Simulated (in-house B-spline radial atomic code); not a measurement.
A run on neutral niobium (an excited or competing configuration) that did not converge. Method: scalar-relativistic (X2C) wB97X, spin-polarised, spherical fractional occupations, exact exchange averaged over the configuration, Fermi nucleus of rms radius 4.324 fm; computed with a B-spline radial code for spherical atoms.

Command:
```bash
python run_scf.py task.json out
```
Settings (nuclear radius in fm, mass in u):
```
Z                41
configuration    [Ar] 3d9 4s2 4p6 4d4 5s1 6d1
hamiltonian      x2c
method           wb97x
spin_polarised   True
nucleus          fermi
rms_radius       4.324
atomic_mass      92.90637
speed_of_light   137.035999084
exact_exchange   averaged over the configuration
```

First and last ten iterations of the last attempt (damped for 15 steps, keeping 80 % of the old Fock matrix, then DIIS):
```
 iter        energy (Eh)    residual
    1       -3805.041615    4.26e-01
    2       -3808.911773    2.55e-01
    3       -3810.315858    1.62e-01
    4       -3811.019680    1.10e-01
    5       -3811.400176    7.61e-02
    6       -3811.594958    5.43e-02
    7       -3811.694006    4.06e-02
    8       -3811.743490    3.06e-02
    9       -3811.767975    2.39e-02
   10       -3811.780139    1.89e-02
  111       -3811.794002    1.49e-03
  112       -3811.794025    1.43e-03
  113       -3811.794078    1.60e-03
  114       -3811.794075    1.59e-03
  115       -3811.794073    1.51e-03
  116       -3811.794066    1.51e-03
  117       -3811.794134    1.65e-03
  118       -3811.794194    1.06e-03
  119       -3811.794093    1.68e-03
  120       -3811.794235    1.07e-03
 not converged after 120 iterations
```

The smallest residual met was 3.3e-04; the threshold is about 4e-07. No energy from this run should be used. Time taken, with all properties: 30 s on 1 thread of Arm Neoverse V1, with other jobs on the host.
